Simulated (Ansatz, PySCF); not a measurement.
C3H10OSi2, SMILES C=C[C@H]([SiH3])[SiH2]O. Atoms are numbered in the order given.

```xyz
16

C     -1.6240     2.3484     0.5034
C     -0.6863     1.3858     0.5980
C     -0.6071     0.1357    -0.2285
Si    -0.8270    -1.4106     0.8750
Si     1.0224    -0.0126    -1.2027
O      2.2514    -0.6535    -0.2399
H     -2.4483     2.2797    -0.2261
H     -1.5985     3.2365     1.1528
H      0.1093     1.5105     1.3587
H     -1.4280     0.1173    -0.9820
H      0.0870    -1.3180     2.0654
H     -2.2464    -1.4811     1.3699
H     -0.5131    -2.6627     0.1021
H      0.8485    -1.0030    -2.3142
H      1.3975     1.3420    -1.7499
H      2.5494    -0.0888     0.4937
```

Geometry: PBE-D3(BJ)/def2-SVP. The structure was generated by enumeration; whether it is a known compound was not checked. The values are those of a single conformer.

Vertical ionisation energy (IE) and electron affinity (EA) in eV. Rows of orbital energies are one-electron estimates. Where ΔSCF, EOM or ADC give a negative EA the extra electron is unbound and the value depends on the basis.

```tsv
level	IE	EA
−ε(HOMO), −ε(LUMO), CAM-B3LYP/def2-TZVP (PySCF)	8.36	-0.62
−ε(HOMO), −ε(LUMO), PBE/def2-TZVP (PySCF)	6.01	1.31
ΔSCF, PBE0/def2-SVPD (Ansatz), final states of multiplicity 2 and 2	8.93	-0.91
ΔSCF, PBE/def2-SVPD (Ansatz), final states of multiplicity 2 and 2	8.75	-0.67
```

Problem. What vertical singlet–triplet gap does ΔSCF give with PBE0/def2-SVPD (Ansatz, a first-principles code) and with PBE/def2-SVPD (Ansatz)? (The exact figures need the calculation; the answer reports its results.)

Solution. 3.92 and 4.00 eV (triplet above singlet where positive).
